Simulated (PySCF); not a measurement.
Compound: C3H8ClOSi (doublet state).
Atom-mapped SMILES: `[CH3:1][CH:2][O:3][SiH2:4][CH2:5][Cl:6]` (hydrogens: H7, H8, H9 on C1; H10 on C2; H11, H12 on Si4; H13, H14 on C5)

Cartesian coordinates in Å at the GFN2-xTB level; atoms count from 1:
```
atom  x, y, z in Å
C1    -2.4042    0.2621   -0.2311
C2    -1.5166   -0.9088   -0.0927
O3    -0.1883   -0.7769    0.0404
Si4    0.8443    0.4695   -0.0753
C5     2.5027   -0.3696    0.3266
Cl6    3.7800    0.8648    0.2223
H7    -2.5168    0.8025    0.7174
H8    -3.3908   -0.0514   -0.5610
H9    -1.9854    0.9670   -0.9498
H10   -1.8913   -1.8873    0.1516
H11    0.5562    1.5244    0.8987
H12    0.8891    1.0360   -1.4262
H13    2.5483   -0.7785    1.3332
H14    2.7722   -1.1543   -0.3762
```

The hyperfine couplings belong to this conformer and change with its torsions.

Method used: PySCF, UKS B3LYP, pcH-1 on C Cl H O Si, non-relativistic, mean-field spin-orbit, GIAO. One conformer (not necessarily the lowest) at the GFN2-xTB geometry, without solvent, vibrations or thermal averaging. The geometry wasn't refined by DFT: couplings that depend on bond lengths, twists or pyramidal angles can differ widely from those at the functional's own minimum. The SCF solution wasn't tested for stability.

Principal values of hyperfine tensors in MHz (contact, dipolar and spin–orbit terms together), for some of the nuclei:

```json
{"atom": "H7", "isotope": "1H", "A1": "138.75", "A2": "140.22", "A3": "151.62"}
{"atom": "C2", "isotope": "13C", "A1": "29.74", "A2": "32.04", "A3": "272.99"}
{"atom": "H10", "isotope": "1H", "A1": "-98.10", "A2": "-61.04", "A3": "-22.06"}
{"atom": "H9", "isotope": "1H", "A1": "54.12", "A2": "54.53", "A3": "68.44"}
{"atom": "C1", "isotope": "13C", "A1": "-32.16", "A2": "-31.49", "A3": "-27.86"}
{"atom": "H8", "isotope": "1H", "A1": "10.35", "A2": "11.66", "A3": "25.44"}
{"atom": "H12", "isotope": "1H", "A1": "12.06", "A2": "12.47", "A3": "18.13"}
{"atom": "H11", "isotope": "1H", "A1": "7.80", "A2": "8.11", "A3": "13.68"}
```

(1) Give the isotropic coupling of each nucleus in MHz and in mT (g = 2.0031), and the anisotropic part.

(2) What spin density at the nucleus of C2 lies behind its contact coupling (g_N = 1.40482)?

(3) O3 (17O, g_N = -0.75752) isn't in the table. Its spin density at the nucleus is 0.01888 bohr⁻³. What is its contact coupling?

(4) Name the largest traceless tensor T of the table and describe it.

(5) What first-order splitting does H10 cause when the field lies along A1, A2 or A3 of its tensor (g taken as isotropic, no quadrupole term)?

## Answers

(1) a_iso is a third of the trace, T = A − a_iso, and a(mT) = a(MHz)/(g × 13.996). The tensors hold a spin–orbit part: the run splits a_iso into a_FC + a_SO, and T includes its anisotropic share.

```json
{"atom": "H7", "a_iso (MHz)": "143.53", "a_FC": "143.53", "a_SO": "0.00", "a_iso (mT)": "5.120", "T1": "-4.78", "T2": "-3.31", "T3": "8.09"}
{"atom": "C2", "a_iso (MHz)": "111.59", "a_FC": "111.66", "a_SO": "-0.06", "a_iso (mT)": "3.980", "T1": "-81.85", "T2": "-79.55", "T3": "161.40"}
{"atom": "H10", "a_iso (MHz)": "-60.40", "a_FC": "-60.42", "a_SO": "0.03", "a_iso (mT)": "-2.154", "T1": "-37.70", "T2": "-0.64", "T3": "38.34"}
{"atom": "H9", "a_iso (MHz)": "59.03", "a_FC": "59.03", "a_SO": "0.00", "a_iso (mT)": "2.105", "T1": "-4.91", "T2": "-4.50", "T3": "9.41"}
{"atom": "C1", "a_iso (MHz)": "-30.50", "a_FC": "-30.52", "a_SO": "0.01", "a_iso (mT)": "-1.088", "T1": "-1.66", "T2": "-0.99", "T3": "2.64"}
{"atom": "H8", "a_iso (MHz)": "15.82", "a_FC": "15.82", "a_SO": "0.00", "a_iso (mT)": "0.564", "T1": "-5.47", "T2": "-4.16", "T3": "9.62"}
{"atom": "H12", "a_iso (MHz)": "14.22", "a_FC": "14.22", "a_SO": "0.00", "a_iso (mT)": "0.507", "T1": "-2.16", "T2": "-1.75", "T3": "3.92"}
{"atom": "H11", "a_iso (MHz)": "9.86", "a_FC": "9.86", "a_SO": "0.00", "a_iso (mT)": "0.352", "T1": "-2.06", "T2": "-1.75", "T3": "3.82"}
```

(2) a_FC = (2μ0/3) gₑ μB g_N μN ρ(0)/(2S·h) = 800.24 MHz × g_N × ρ(0)/(2S), with ρ in bohr⁻³. With a_FC = 111.66 MHz and 2S = 1, ρ(0) = 0.09932 bohr⁻³.

(3) By the same relation, a_FC = -11.44 MHz. Its full tensor has the principal values -57.84, 11.12, 12.49 MHz.

(4) C2: -81.8, -79.6, 161.4 MHz (the dipolar term alone has -81.7, -79.6, 161.3), axial, in the ratio −1:−1:+2, the form that spin in one p orbital centred on that nucleus gives.

(5) 2 lines (I = 1/2), spaced by |A_i|/(g × 13.996): 3.50, 2.18, 0.79 mT along the axes of A1, A2 and A3.
